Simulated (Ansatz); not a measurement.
Cost and result for the atomization energy of C6H15ClO3Sn (`CC[O][Sn]([Cl])([O]CC)[O]CC`) (26 atoms, 25 bonds).

Cartesian coordinates in Å:
```
C -0.6542 -2.7223 3.1503
C -0.9303 -1.3739 2.5336
O -0.6752 -1.4600 1.1380
Sn -0.9471 0.0946 0.0174
Cl -3.0643 0.9712 0.2722
O -0.6384 -0.5202 -1.7917
C -0.8564 0.3656 -2.8817
C -0.5535 -0.3730 -4.1612
O 0.2639 1.5404 0.4962
C 1.6646 1.3084 0.4429
C 2.3733 2.5735 0.8587
H -1.2993 -3.4834 2.7075
H 0.3848 -3.0137 2.9849
H -0.8399 -2.6919 4.2270
H -1.9728 -1.0824 2.7172
H -0.2909 -0.6096 2.9961
H -0.2107 1.2502 -2.7950
H -1.8958 0.7193 -2.8882
H -1.2043 -1.2435 -4.2622
H 0.4830 -0.7159 -4.1694
H -0.7105 0.2810 -5.0228
H 1.9464 0.4829 1.1108
H 1.9716 1.0221 -0.5725
H 2.0872 2.8552 1.8739
H 3.4566 2.4304 0.8291
H 2.1125 3.3950 0.1887
```

Charge 0, multiplicity 1. Correlated methods include outer-core shells of Sn, which these sets cover unevenly. Sn takes the def2 core potential. The geometry is a stationary point of PBE0-D4/def2-TZVP. It is one conformer, not always the lowest. Program: Ansatz. All runs use 11 threads of an AMD EPYC 7R13 on a shared host and a whole NVIDIA H100 80 GB. Times are those of one run each, without the atoms' runs, and a repeat can differ threefold. Electronic energies, without spin–orbit coupling; frozen cores. CCSD(T)/CBS adds CCSD(T) − MP2 in def2-TZVPP to the MP2 limit, and its time is that of the two runs behind it. T1 = 0.013. With those shells the extrapolation isn't a true limit. B3LYP takes the VWN-RPA correlation (the form of Gaussian; ORCA's B3LYP/G).

CCSD(T)/CBS is a level of theory with its own doubt, some kJ/mol a heavy atom from the limit and from the frozen cores, so smaller differences don't rank the functionals.

```csv
level,functions,wall time
revPBE-D4/def2-TZVPP,581,2.3 s
PBE0-D4/def2-TZVPP,581,2.4 s
BLYP-D4/def2-TZVPP,581,2.5 s
CAM-B3LYP-D4/def2-TZVPP,581,3.2 s
r2SCAN-D4/def2-TZVPP (with forces),581,3.3 s
B3LYP-D4/def2-TZVPP (with forces),581,3.3 s
B97M-V/def2-TZVPP,581,3.4 s
B2PLYP/def2-TZVPP,581,4.6 s
ωB97M-V/def2-TZVPP (with forces),581,5.5 s
CCSD(T)/def2-SVP,245,5.5 s
MP2/def2-QZVPP,1115,7 s
CCSD(T)/def2-TZVPP,581,84 s
CCSD(T)/CBS(def2),–,91 s
```

What atomization energy does each give, and how far from CCSD(T)/CBS? (Best estimate.)

The calculation gave: 
```tsv
level	atomization (kJ/mol)	difference from CCSD(T)/CBS	per bond
revPBE-D4/def2-TZVPP	9911.8	-90.7	-3.6
PBE0-D4/def2-TZVPP	9980.9	-21.6	-0.9
BLYP-D4/def2-TZVPP	9930.8	-71.7	-2.9
CAM-B3LYP-D4/def2-TZVPP	9998.1	-4.4	-0.2
r2SCAN-D4/def2-TZVPP (with forces)	9990.2	-12.3	-0.5
B3LYP-D4/def2-TZVPP (with forces)	9938.8	-63.7	-2.5
B97M-V/def2-TZVPP	9996.3	-6.2	-0.2
B2PLYP/def2-TZVPP	9845.5	-157.0	-6.3
ωB97M-V/def2-TZVPP (with forces)	9978.9	-23.6	-0.9
CCSD(T)/def2-SVP	9468.4	-534.1	-21.4
MP2/def2-QZVPP	10052.1	49.6	2.0
CCSD(T)/def2-TZVPP	9735.1	-267.4	-10.7
CCSD(T)/CBS(def2)	10002.5	0.0	0.0
```

In def2-TZVPP, CCSD(T) changes the Hartree–Fock value by +2525.0 kJ/mol (the triples alone add +155.4 kJ/mol) and MP2 by +2682.5 kJ/mol; breaking electron pairs costs correlation energy, which Hartree–Fock lacks. The D4 term adds +99.1 kJ/mol with B3LYP and +54.4 kJ/mol with PBE0; it sums over pairs of atoms, weighted by their polarisabilities, and B3LYP, whose exchange is more repulsive, gets the larger term. From BLYP to BHLYP (50 % exact exchange), in def2-TZVPP and without D4, the atomization energy moves by −230.1 kJ/mol: exact exchange takes away binding that semilocal exchange gives to molecules.

Spin–orbit coupling would lower the free Sn atoms strongly, and the atomization energy with them, by more than many differences here. For some Ge, Se and Sn compounds the MP2-based and the directly extrapolated limit differ by 10 to 25 kJ/mol.
